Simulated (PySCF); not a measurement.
CH₆ClGeP.
Atom-mapped SMILES: `[PH2:1][GeH2:2][CH2:3][Cl:4]` (hydrogens: H5, H6 on P1; H7, H8 on Ge2; H9, H10 on C3)

Method: PySCF 2.14.0, PBE0-D3(BJ)/def2-SVP geometry optimisation, gas phase; density fitting, grid level 1; the optimiser is geomeTRIC in internal coordinates, started from a GFN2-xTB structure with every atom displaced at random (about 0.01 Å).

Step 0: E = -79433.7200 eV
```
atom  x, y, z in Å  |  force x, y, z in eV/Å
P1      2.1759   -0.2393   -0.6647    0.169   1.484  -0.825
Ge2     0.1796    0.8811   -0.2459   -0.335  -0.254   0.585
C3     -1.2826   -0.2409    0.5502    1.617  -0.285   0.370
Cl4    -1.5977   -1.5365   -0.5996   -0.317  -0.569  -0.372
H5      2.2387   -0.6903    0.6270    0.155  -0.503   1.368
H6      1.4877   -1.3484   -1.1026   -0.557  -1.041  -0.438
H7      0.3950    2.0645    0.6850    0.249   0.283   0.352
H8     -0.3857    1.4725   -1.5092   -0.185   0.097  -0.649
H9     -0.9784   -0.7039    1.5159   -0.053   0.240  -0.397
H10    -2.1821    0.3202    0.7229   -0.743   0.548   0.007
```

**Question.** Estimate the geometry and energy of step 1. (The exact step hangs on the optimiser's Hessian estimate; all steps are aligned on step 0, rigid shifts and turns removed.)

**Answer.** E = -79433.8759 eV, largest force 0.323 eV/Å
```
atom  x, y, z in Å  |  force x, y, z in eV/Å
P1      2.1069   -0.2429   -0.6413   -0.070  -0.214   0.204
Ge2     0.1567    0.9526   -0.2513   -0.043   0.025  -0.113
C3     -1.1949   -0.2625    0.5151   -0.254   0.103  -0.047
Cl4    -1.5741   -1.6088   -0.6068    0.070   0.154   0.083
H5      2.1553   -0.7118    0.7264   -0.011   0.097  -0.308
H6      1.3572   -1.3872   -1.0942    0.114   0.189   0.084
H7      0.4153    2.1194    0.7355    0.002  -0.124  -0.043
H8     -0.4033    1.5312   -1.5730    0.086  -0.081   0.112
H9     -0.8379   -0.6999    1.4563    0.007  -0.010   0.036
H10    -2.1308    0.2889    0.7123    0.100  -0.137  -0.008
```

The energy changes by -0.1560 eV. The first-order estimate −F·Δx gives -0.4155 eV and the mean of the old and new forces, exact on a quadratic surface, -0.1644 eV. The step makes an angle of 68° with the force vector and moves no atom by more than 0.153 Å.

What follows is the cost of the whole optimisation. Hardware: one thread of an Arm Neoverse V2 (shared host). Cost: 22 s, 0.47 GiB resident at most.
